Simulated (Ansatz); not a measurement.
Program: Ansatz. Geometries: PBE0-D4/def2-TZVP. ΔE: electronic, gas phase. CCSD(T)/CBS adds triple-zeta CCSD(T) − MP2 to the extrapolated MP2 energy (def2 sets, frozen cores). One conformer a species, not always the lowest.

Reaction (substitution at a C–O bond): `COC(N)O` + `N[Si](Cl)(Cl)Cl` → `CN[Si](Cl)(Cl)Cl` + `NC(O)O`

```tsv
species	HF/def2-QZVPP energy (Eh)
`COC(N)O`	-284.11144
`N[Si](Cl)(Cl)Cl`	-1723.37715
`CN[Si](Cl)(Cl)Cl`	-1762.41487
`NC(O)O`	-245.07538
```

Q: Work out ΔE.

A: ΔE = (-1762.41487) + (-245.07538) − (-284.11144) − (-1723.37715) = -0.00166 Eh = -1.0 kcal/mol. CCSD(T)/CBS gives -2.8 kcal/mol.

Largest T1 diagnostic among the species: 0.011.

In def2-TZVPP, CCSD(T) changes the Hartree–Fock value by −1.5 kcal/mol (the triples alone add −0.1 kcal/mol) and MP2 by −2.1 kcal/mol.
